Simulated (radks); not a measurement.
Problem. Species: the indium ion In17+. Configuration: [Ar] 3d10 4s2 4p2 (the NIST ground configuration). All-electron calculation, Dirac Kohn-Sham, exchange-only PBE, spin-unpolarised, spherical densities, finite nucleus; open shells fill j = l - 1/2 first; Fermi nuclear charge, rms radius 4.6156 fm. Program: a radial shooting solver on a logarithmic mesh with Libxc functionals.

Spin-orbit splittings of the eigenvalues, e(l+1/2) - e(l-1/2), with zeta = 2 splitting/(2l+1) and mean radii in bohr:

shell  occ.  splitting (eV)  zeta (eV)  <r> j=l-1/2  <r> j=l+1/2
2p        6           211.3      140.9       0.1083       0.1136
3p        6           39.03      26.02       0.3357       0.3464
3d       10           8.119      3.247       0.3162       0.3196
4p        2           9.848      6.565       0.7710       0.7880
4d        0               ?          ?       0.8179       0.8227

Estimate the 4d splitting.

Solution. 1.914 eV (zeta = 0.7658 eV).
